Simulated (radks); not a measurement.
Species: the indium ion In3+. Configuration: [Kr] 4d10. Calculated with a radial shooting solver on a logarithmic mesh with Libxc functionals: Dirac Kohn-Sham, PBE, spin-unpolarised, spherical densities, point nucleus.

Spin-orbit splittings of the eigenvalues, e(l+1/2) - e(l-1/2), with zeta = 2 splitting/(2l+1) and mean radii in bohr:

shell  occ.  splitting (eV)  zeta (eV)  <r> j=l-1/2  <r> j=l+1/2
2p        6           210.9      140.6       0.1085       0.1137
3p        6           38.09      25.39       0.3394       0.3505
3d       10           7.804      3.121       0.3223       0.3258
4p        6           6.653      4.435       0.9003       0.9302
4d       10               ?          ?        1.142        1.156
5p        0          0.7413     0.4942        2.559        2.627

Estimate the 4d splitting.

Answer. 0.8873 eV (zeta = 0.3549 eV).
